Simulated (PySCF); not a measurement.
Correlation energy of In (indium, neutral)

[Kr] 4d10 5s2 5p1, 2P determinant. Computed with PySCF 2.14 in x2c-TZVPPall (8s6p4d2f, 60 functions), with the spin-free X2C one-electron Hamiltonian (Gaussian nucleus). Frozen: [Ar] 3d10; 21 electrons correlated.

```tsv
level	correlation energy (mhartree)
CCSD	-357.19
(T)	-9.17
CCSD(T)	-366.36
```

Diagnostics: T1 = 0.013, D1 = 0.0550, largest double amplitude 0.070.

Cost of the coupled-cluster step: about 18 core-seconds, for 21 correlated electrons.

Iterations:

```
CC2 = 0
CCSD nocc = (np.int64(11), np.int64(10)), nmo = (46, 46)
frozen orbitals [[0, 1, 2, 3, 4, 5, 6, 7, 8, 9, 10, 11, 12, 13], [0, 1, 2, 3, 4, 5, 6, 7, 8, 9, 10, 11, 12, 13]]
max_cycle = 100
direct = 0
conv_tol = 1e-08
conv_tol_normt = 1e-06
diis_space = 8
diis_start_cycle = 0
Init t2, MP2 energy = -0.370720724121613
Init E_corr(UCCSD) = -0.370720724126359
cycle = 1  E_corr(UCCSD) = -0.344500238246641  dE = 0.0262204859  norm(t1,t2) = 0.0829527
cycle = 2  E_corr(UCCSD) = -0.356867859556328  dE = -0.0123676213  norm(t1,t2) = 0.0234115
cycle = 3  E_corr(UCCSD) = -0.356017815008732  dE = 0.000850044548  norm(t1,t2) = 0.00980109
cycle = 4  E_corr(UCCSD) = -0.357180628640011  dE = -0.00116281363  norm(t1,t2) = 0.00384738
cycle = 5  E_corr(UCCSD) = -0.357213790810987  dE = -3.3162171e-05  norm(t1,t2) = 0.000484991
cycle = 6  E_corr(UCCSD) = -0.357183851961063  dE = 2.99388499e-05  norm(t1,t2) = 0.000160219
cycle = 7  E_corr(UCCSD) = -0.357187539961319  dE = -3.68800026e-06  norm(t1,t2) = 3.23732e-05
cycle = 8  E_corr(UCCSD) = -0.357187930009623  dE = -3.90048304e-07  norm(t1,t2) = 7.24779e-06
cycle = 9  E_corr(UCCSD) = -0.357187825087193  dE = 1.04922431e-07  norm(t1,t2) = 1.94694e-06
cycle = 10  E_corr(UCCSD) = -0.357187820882667  dE = 4.20452612e-09  norm(t1,t2) = 4.25671e-07
UCCSD converged
E(UCCSD) = -5878.597926658083  E_corr = -0.3571878208826665
UCCSD(T) correction = -0.00916984630037322
```

This basis was not built for core-valence correlation, so the inner-shell part is incomplete.
